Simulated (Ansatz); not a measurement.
Cartesian coordinates (Å):
```xyz
10

C     -0.4956    -1.2450     0.2825
C     -0.2333     0.2062     0.0621
O     -1.3587     0.9306     0.2931
Si     1.3936     0.8837    -0.1442
H     -1.2393    -1.5932    -0.4411
H      0.4110    -1.8358     0.1646
H     -0.9073    -1.4197     1.2809
H     -1.2092     1.8589     0.0724
H      2.2888    -0.0436    -0.8664
H      1.3500     2.2581    -0.7039
```
Charge 0, spin multiplicity 1.

Level of theory: frozen-core CCSD(T)/cc-pVTZ // B3LYP-D3(BJ)/def2-TZVP (Ansatz, a quantum-chemistry and plane-wave program). The restricted HF reference is unstable towards unrestricted orbitals.

- HF energy = -443.01202 Ha
- MP2 correlation energy = -0.70886 Ha

Q: Estimate the CCSD correlation energy, the (T) correction, the total energy and the T1 diagnostic.

A: 
- CCSD correlation energy: -0.74517 Ha
- (T) correction: -0.03395 Ha
- CCSD(T) total energy: -443.79113 Ha
- T1 diagnostic: 0.018
